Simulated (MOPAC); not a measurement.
MOPAC input (PM6):

```
PM6 PRECISE GNORM=0.05 LET XYZ GEO-OK AUX(PRECISION=9) THREADS=1
C4H2

C    -0.00000000 1   -0.00000000 1   -1.88659538 1
C    -0.00000000 1   -0.00000000 1   -0.68177999 1
C     0.00000000 1    0.00000000 1    0.68177999 1
C     0.00000000 1    0.00000000 1    1.88659538 1
H    -0.00000000 1   -0.00000000 1   -2.94883252 1
H     0.00000000 1    0.00000000 1    2.94883252 1
```

Output:

```
 *******************************************************************************
 **                                                                           **
 **                              MOPAC v23.2.5                                **
 **                                                                           **
 *******************************************************************************
 ** MOPAC's Digital Object Identifier: https://doi.org/10.5281/zenodo.6511958 **
 **                                                                           **
 ** Please cite the open-source release paper for use of this MOPAC version:  **
 ** J. E. Moussa and J. J. P. Stewart (2026)                                  **
 ** MOPAC: An open-source semiempirical molecular orbital program             **
 ** J. Open Source Softw., 11(119), 8025, https://doi.org/10.21105/joss.08025 **
 *******************************************************************************

                              PM6 CALCULATION RESULTS

 *******************************************************************************
 *  PM6        - The PM6 Hamiltonian to be used
 *  GEO-OK     - OVERRIDE INTERATOMIC DISTANCE AND OTHER SAFETY CHECKS
 *  LET        - OVERRIDE SOME SAFETY CHECKS
 *  PRECISE    - TIGHTER CRITERIA TO BE USED
 *  XYZ        - CARTESIAN COORDINATE SYSTEM TO BE USED
 *  GNORM      - EXIT WHEN GRADIENT NORM DROPS BELOW 0.050
 *  AUX        - OUTPUT AUXILIARY INFORMATION
 *******************************************************************************
PM6 PRECISE GNORM=0.05 LET XYZ GEO-OK AUX(PRECISION=9) THREADS=1
 C4H2

   ATOM   CHEMICAL          X               Y               Z
  NUMBER   SYMBOL      (ANGSTROMS)     (ANGSTROMS)     (ANGSTROMS)

     1       C         -0.00000000  *  -0.00000000  *  -1.88659538  *
     2       C         -0.00000000  *  -0.00000000  *  -0.68177999  *
     3       C          0.00000000  *   0.00000000  *   0.68177999  *
     4       C          0.00000000  *   0.00000000  *   1.88659538  *
     5       H         -0.00000000  *  -0.00000000  *  -2.94883252  *
     6       H          0.00000000  *   0.00000000  *   2.94883252  *

          CARTESIAN COORDINATES

    NO.       ATOM           X           Y           Z

     1         C         -0.0000     -0.0000     -1.8866
     2         C         -0.0000     -0.0000     -0.6818
     3         C          0.0000      0.0000      0.6818
     4         C          0.0000      0.0000      1.8866
     5         H         -0.0000     -0.0000     -2.9488
     6         H          0.0000      0.0000      2.9488

 General Reference for PM6:
 "Optimization of Parameters for Semiempirical Methods V: Modification of NDDO Approximations
 and Application to 70 Elements", J. J. P. Stewart, J. Mol. Mod., 13, 1173-1213 (2007)
 URL: https://link.springer.com/article/10.1007/s00894-007-0233-4

           Empirical Formula: C4 H2  =     6 atoms

      MOLECULAR POINT GROUP   :   D*h

      RHF CALCULATION, NO. OF DOUBLY OCCUPIED LEVELS = 9

          Geometry optimization using EF

          DIAGONAL MATRIX USED AS START HESSIAN

 CYCLE:     1  GRAD.:    43.011 HEAT:  111.3895
 CYCLE:     2  GRAD.:   566.010 HEAT:  134.8944
 CYCLE:     3  GRAD.:   416.200 HEAT:  131.7074
 CYCLE:     4  GRAD.:   419.124 HEAT:  119.9262
 CYCLE:     5  GRAD.:   130.899 HEAT:  116.6865
 CYCLE:     6  GRAD.:    74.079 HEAT:  112.7833
 CYCLE:     7  GRAD.:   111.694 HEAT:  112.8775
 CYCLE:     8  GRAD.:    20.367 HEAT:  111.3583
 CYCLE:     9  GRAD.:    17.294 HEAT:  111.1364
 CYCLE:    10  GRAD.:   210.106 HEAT:  117.1709
 CYCLE:    11  GRAD.:    27.323 HEAT:  111.0231
 CYCLE:    12  GRAD.:    22.601 HEAT:  110.9249
 CYCLE:    13  GRAD.:   116.585 HEAT:  112.3251
 CYCLE:    14  GRAD.:    12.206 HEAT:  110.8663
 CYCLE:    15  GRAD.:   149.901 HEAT:  112.8609
 CYCLE:    16  GRAD.:    12.131 HEAT:  110.8680
 CYCLE:    17  GRAD.:    32.112 HEAT:  110.9797
 CYCLE:    18  GRAD.:     3.772 HEAT:  110.8547
 CYCLE:    19  GRAD.:     4.638 HEAT:  110.8558
 CYCLE:    20  GRAD.:     1.503 HEAT:  110.8531
 CYCLE:    21  GRAD.:     0.597 HEAT:  110.8529
 CYCLE:    22  GRAD.:     0.323 HEAT:  110.8529
 CYCLE:    23  GRAD.:     0.037 HEAT:  110.8529

     GRADIENT =  0.03743 IS LESS THAN CUTOFF =  0.05000

 -------------------------------------------------------------------------------
 PM6 PRECISE GNORM=0.05 LET XYZ GEO-OK AUX(PRECISION=9) THREADS=1
 C4H2

     GEOMETRY OPTIMISED USING EIGENVECTOR FOLLOWING (EF).
     SCF FIELD WAS ACHIEVED

                              PM6 CALCULATION
                                                       MOPAC v23.2.5 Linux

          FINAL HEAT OF FORMATION =        110.85286 KCAL/MOL =     463.80836 KJ/MOL

          COSMO AREA              =         98.64 SQUARE ANGSTROMS
          COSMO VOLUME            =         80.16 CUBIC ANGSTROMS

          GRADIENT NORM           =          0.03743          =       0.01528 PER ATOM
          IONIZATION POTENTIAL    =         10.578131 EV
          HOMO LUMO ENERGIES (EV) =        -10.578  0.320
          NO. OF FILLED LEVELS    =          9
          MOLECULAR WEIGHT        =         50.0598         POINT GROUP:  D*h

          MOLECULAR DIMENSIONS (Angstroms)

            Atom       Atom       Distance
            H     6    H     5     5.85169
            C     3    H     5     0.00000
            C     4    H     6     0.00000

          SCF CALCULATIONS        =         24

   ATOM   CHEMICAL          X               Y               Z
  NUMBER   SYMBOL      (ANGSTROMS)     (ANGSTROMS)     (ANGSTROMS)

     1       C         -0.00000000  *  -0.00000000  *  -1.89203421  *
     2       C          0.00000000  *  -0.00000000  *  -0.68400492  *
     3       C          0.00000000  *   0.00000000  *   0.68400286  *
     4       C          0.00000000  *  -0.00000000  *   1.89203669  *
     5       H         -0.00000000  *  -0.00000000  *  -2.92584477  *
     6       H         -0.00000000  *  -0.00000000  *   2.92584333  *

                             CARTESIAN COORDINATES

   1    C       -0.000000000    -0.000000000    -1.892034214
   2    C        0.000000000    -0.000000000    -0.684004915
   3    C        0.000000000     0.000000000     0.684002857
   4    C        0.000000000    -0.000000000     1.892036690
   5    H       -0.000000000    -0.000000000    -2.925844768
   6    H       -0.000000000    -0.000000000     2.925843328

           Empirical Formula: C4 H2  =     6 atoms

      MOLECULAR POINT GROUP   :   D*h

                  EIGENVALUES
 -27.46349 -26.79305 -22.00027 -18.08165 -16.03361 -13.29569 -13.29569 -10.57813
 -10.57813   0.31952   0.31952   2.46016   2.46016   3.91486   5.59947   5.91427
   6.25569   6.75908

              NET ATOMIC CHARGES AND DIPOLE CONTRIBUTIONS

  ATOM NO.   TYPE          CHARGE      No. of ELECS.   s-Pop       p-Pop
    1          C          -0.181193        4.1812     1.15237     3.02883
    2          C          -0.021452        4.0215     1.07547     2.94598
    3          C          -0.021453        4.0215     1.07547     2.94598
    4          C          -0.181192        4.1812     1.15237     3.02883
    5          H           0.202645        0.7974     0.79735
    6          H           0.202644        0.7974     0.79736
 DIPOLE           X         Y         Z       TOTAL
 POINT-CHG.    -0.000    -0.000    -0.000     0.000
 HYBRID        -0.000    -0.000     0.000     0.000
 SUM           -0.000    -0.000    -0.000     0.000

          ATOMIC ORBITAL ELECTRON POPULATIONS

     Atom    s        px        py        pz
    1  C   1.15237   0.99853   0.99853   1.03177
    2  C   1.07547   1.00147   1.00147   0.94304
    3  C   1.07547   1.00147   1.00147   0.94304
    4  C   1.15237   0.99853   0.99853   1.03177
    5  H   0.79735
    6  H   0.79736

 **********************
 *                    *
 * JOB ENDED NORMALLY *
 *                    *
 **********************

 == MOPAC DONE ==
```

The geometry given is a B3LYP-D3(BJ)/def2-TZVP minimum.
